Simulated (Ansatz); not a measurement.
Geometry optimisation, Ansatz 0.2.0, RKS r2SCAN-D4/STO-3G.

The input (input.yaml):

```yaml
crystal:
  periodic: [false, false, false]
  atoms:
    - { symbol: Si, position_ang: [0.0, 0.0, 0.0] }
    - { symbol: H, position_ang: [0.0, 0.0, 1.46] }
    - { symbol: "N", position_ang: [1.7163, 0.0, -0.6061] }
    - { symbol: C, position_ang: [2.4072, -1.273, -0.8567] }
    - { symbol: H, position_ang: [1.7433, -1.947, -1.4373] }
    - { symbol: H, position_ang: [3.3364, -1.083, -1.4334] }
    - { symbol: H, position_ang: [2.6645, -1.7518, 0.1112] }
    - { symbol: C, position_ang: [2.4114, 1.273, -0.8449] }
    - { symbol: H, position_ang: [3.0382, 1.1875, -1.757] }
    - { symbol: H, position_ang: [1.6647, 2.0824, -0.9844] }
    - { symbol: H, position_ang: [3.0569, 1.5118, 0.0259] }
    - { symbol: H, position_ang: [-0.6877, 1.1914, -0.4862] }
    - { symbol: H, position_ang: [-0.6877, -1.1914, -0.4862] }
basis:
  gaussian: { orbitals: STO-3G }
hamiltonian:
  xc: r2scan
  dispersion: d4
relax:
  f_tol: 0.02
  max_steps: 40
```

Command:

```bash
$ ansatz run input.yaml --threads 1 --pin off --max-ram 2048MiB --backend cpu --events-out ev --progress --plain --runs-dir out
```

Problem. Where does it end, and by what steps?

Solution. The forces met the threshold. Limits of this set-up: minimal basis. After 8 steps the energy has fallen by 0.401 eV; N3 moved furthest, 0.53 Å.

| step | energy less start (eV) | largest force component (eV/Å) | accepted |
| --- | --- | --- | --- |
| 0 | 0.0000 | 2.911 | yes |
| 1 | -0.1941 | 0.818 | yes |
| 2 | -0.2658 | 0.424 | yes |
| 3 | -0.3160 | 1.164 | yes |
| 4 | -0.3747 | 0.505 | yes |
| 5 | -0.3955 | 0.175 | yes |
| 6 | -0.4008 | 0.172 | yes |
| 7 | -0.4014 | 0.023 | yes |
| 8 | -0.4015 | 0.009 | yes |

```xyz
13
Properties=species:S:1:pos:R:3
Si 0.037 -0.006 -0.093
H 0.313 -0.049 1.334
N 1.517 0.017 -1.099
C 2.355 -1.212 -0.896
H 1.746 -2.106 -1.112
H 3.205 -1.192 -1.601
H 2.774 -1.316 0.129
C 2.368 1.222 -0.820
H 3.218 1.237 -1.526
H 1.769 2.134 -0.979
H 2.788 1.257 0.209
H -0.708 1.198 -0.386
H -0.719 -1.183 -0.456
```

Whether the end is a true minimum wasn't checked by a vibrational analysis.

The run took 29 s on 1 thread of Arm Neoverse V2, with other jobs on the host, peak memory 0.14 GiB.
